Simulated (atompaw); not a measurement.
# u(r) = r·R(r): atom against pseudo-atom (helium (He))

Columns: radius, all-electron u(r) and pseudo u(r) of the 1s shell (level -39.13 eV) of helium in the configuration 1s1; PBE, scalar-relativistic, PAW (atompaw) scheme, atompaw 4.2.0.5.

```csv
r (bohr),all-electron,pseudo
0.025,0.1319,0.0959
0.050,0.2507,0.1906
0.075,0.3575,0.2831
0.100,0.4531,0.3725
0.125,0.5383,0.4577
0.150,0.6141,0.5379
0.175,0.6811,0.6125
0.200,0.7401,0.6808
0.225,0.7917,0.7426
0.250,0.8365,0.7975
0.275,0.8751,0.8456
0.300,0.9079,0.8868
0.325,0.9355,0.9215
0.350,0.9584,0.9499
0.375,0.9769,0.9724
0.400,0.9914,0.9897
0.425,1.0024,1.0023
0.450,1.0100,1.0106
0.475,1.0146,1.0154
0.500,1.0165,1.0172
0.525,1.0159,1.0163
0.550,1.0132,1.0133
0.575,1.0084,1.0084
0.600,1.0019,1.0019
0.625,0.9938,0.9938
0.650,0.9842,0.9842
```

Q: How many radial nodes do the two functions have?

A: The all-electron 1s function has n − l − 1 = 0; the pseudo-wave has 0.

Q: Where does each function peak?

A: Outermost all-electron maximum near 0.50 bohr, pseudo maximum near 0.50 bohr (to the table’s step).

Q: Is the pseudo-wave norm-conserving?

A: No, it belongs to a PAW set: the norm inside the radius is not constrained, and the difference is carried by the augmentation charge.
